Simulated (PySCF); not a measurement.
`CC[Si@@H](P)O[SiH3]`, C₂H₁₁OPSi₂

Geometry (Å), atoms numbered from 1 in this order:
```xyz
17

C    -0.9780    1.7196   -0.4195
C    -0.8749    1.1356    0.9856
Si   -0.2532   -0.6678    0.9790
P    -1.4052   -1.7839   -0.5918
O     1.3165   -0.7273    0.5691
Si    2.5553   -0.5697   -0.4687
H    -1.6485    1.1183   -1.0339
H    -0.0007    1.7332   -0.8979
H    -1.3618    2.7385   -0.3918
H    -1.8521    1.1859    1.4676
H    -0.2000    1.7486    1.5835
H    -0.2363   -1.2476    2.3256
H    -2.6082   -1.7419    0.0941
H    -1.0993   -3.0411   -0.1005
H     2.7570    0.8610   -0.6991
H     2.2143   -1.2635   -1.7093
H     3.6680   -1.1859    0.2464
```

Computed, not measured: GIAO PW91/ANO-RCC-VDZP magnetisability, rotational g tensor and spin-rotation constants, non-relativistic, gas phase (PySCF). Geometry: GFN2-xTB.

Question: Give the nuclear spin-rotation constants along the inertial axes (H = +C I·J) beside the isotropic shieldings.

Answer: Rotational constants 1.9593, 1.2469, 0.9678 GHz. A star marks the isotopologue with that one atom substituted, in its own axes.
```tsv
atom	isotope	Caa (kHz)	Cbb (kHz)	Ccc (kHz)	mean (kHz)	σ (ppm)
P4	31P	1.230	0.905	0.862	0.999	664.9
H7	1H	-0.125	-0.065	-0.076	-0.089	30.5
H8	1H	0.011	-0.134	-0.092	-0.071	30.6
H9	1H	-0.171	0.009	-0.106	-0.089	30.3
H10	1H	0.015	-0.128	-0.108	-0.074	31.0
H11	1H	-0.137	-0.033	-0.095	-0.088	30.3
H12	1H	-0.169	-0.094	0.062	-0.067	25.4
H13	1H	-0.006	-0.151	-0.095	-0.084	31.1
H14	1H	-0.232	-0.020	-0.077	-0.110	30.7
H15	1H	-0.168	0.053	-0.069	-0.061	26.1
H16	1H	-0.165	-0.026	-0.009	-0.067	26.1
H17	1H	-0.019	-0.093	-0.031	-0.048	26.2
C1	13C*	0.257	0.164	0.124	0.182	176.5
C2	13C*	0.265	0.178	0.151	0.198	167.4
Si3	29Si*	-1.096	-0.721	-0.623	-0.813	387.5
O5	17O*	-0.267	-0.065	-0.086	-0.139	285.1
Si6	29Si*	-0.933	-0.694	-0.509	-0.712	445.8
```
For the geometry as given, no vibrational averaging.
